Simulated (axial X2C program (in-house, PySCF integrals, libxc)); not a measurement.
# Ω levels of PmSH from open-shell CI on f5 s1

Computed with an in-house all-electron X2C program for linear molecules (integrals from PySCF): two-component X2C with atomic mean-field Coulomb and Gaunt terms, basis Pm dyall-v3z, S dyall-av3z, H dyall-v3z (cores contracted in-house). Orbitals come from Hartree–Fock averaged over the configuration Pm f5 s1; CI then distributes these electrons over the f, s shells of Pm.

Pm–S–H held linear, bonds 2.685 and 1.340 Å (the second held) (near the minimum of the configuration average).

Active spinors (ω > 0):

```csv
shell,ω,ε (eV),character
f,5/2,5.18,100% Pm f
f,3/2,5.24,100% Pm f
f,1/2,5.25,100% Pm f
f,7/2,5.51,100% Pm f
f,5/2,5.56,100% Pm f
f,3/2,5.59,100% Pm f
f,1/2,5.59,99% Pm f
s,1/2,-2.42,"68% Pm s, 22% Pm p, 5% S p"
```

Lowest levels of this model:

```
Ω  energy (cm⁻¹)     g∥  μ (D)  configuration
0              0   0.00  -3.02     100% f5 s1
1             70   1.53  -3.02     100% f5 s1
2            285   2.88  -3.00     100% f5 s1
0            522   0.00  -3.01     100% f5 s1
1            554   0.95  -3.01     100% f5 s1
2            682   2.00  -2.99     100% f5 s1
3            731   5.95  -3.00     100% f5 s1
0           1188   0.00  -3.01     100% f5 s1
1           1202   1.72  -3.01     100% f5 s1
2           1262   3.45  -3.00     100% f5 s1
3           1338   6.10  -2.99     100% f5 s1
4           1403   9.25  -2.99     100% f5 s1
0           1670   0.00  -3.02     100% f5 s1
1           1731   1.45  -3.02     100% f5 s1
2           1903   2.73  -3.01     100% f5 s1
0           2000   0.00  -3.00     100% f5 s1
3           2109   6.77  -2.99     100% f5 s1
4           2190   9.57  -2.98     100% f5 s1
3           2204   3.91  -2.98     100% f5 s1
5           2266  12.53  -2.99     100% f5 s1
0           2754   0.00  -3.01     100% f5 s1
0           2940   0.00  -3.00     100% f5 s1
4           3109   9.98  -2.99     100% f5 s1
5           3203  12.82  -2.98     100% f5 s1
4           3204   7.89  -2.98     100% f5 s1
6           3286  15.76  -2.98     100% f5 s1
0           3899   0.00  -3.01     100% f5 s1
5           4236  13.11  -2.98     100% f5 s1
6           4341  15.96  -2.97     100% f5 s1
5           4381  11.46  -2.98     100% f5 s1
```

g∥ is the magnitude of 2⟨Lz + ge Sz⟩ for the +Ω component. μ is positive if the H end is positive.

This point took 7.3 s on 1 thread of Arm Neoverse N1, on a shared host.

There is no dynamic correlation: spin–orbit spacings and, for f shells, spacings inside one term are the most reliable numbers, splittings between terms come out too wide, and energies between configurations are not reliable, so the lowest level need not be the ground state of the molecule. At most 4 roots were kept for each Ω > 0 (twice that for Ω = 0) within 2.2 eV of the lowest, so higher up levels can be missing between those listed; levels with Ω > 0 are doubly degenerate and listed once, Ω = 0 levels singly. The molecule was held linear; bending was not examined. Hydrosulfides and their kin are strongly bent in nature, so this linear model does not describe the real molecule.
